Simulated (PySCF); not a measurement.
## Removing the step error of a finite difference

System: C4H11Al, singlet, at a GFN2-xTB geometry (such geometries of metal compounds can be far from the true shape). Level: PBE/6-31G, polarisability (PySCF). Sums are taken with unrounded values, so a last digit can differ.

Second differences of the energy in a field along z gave a polarisability along z of 66.886 bohr³ at step 0.005 and 67.154 bohr³ at step 0.02 (atomic units).

Problem. Extrapolate to zero step.

Solution. The leading error of a symmetric difference goes as h², so A(h) = A0 + c h². Then c = (67.154 - (66.886))/(0.02² - 0.005²) = 713 (atomic units) and A0 = 66.886 - c × 0.005² = 66.869 bohr³. The analytic value from the same program and level is 66.869 bohr³: the smaller step missed it by 0.017, the extrapolation by 0.000.
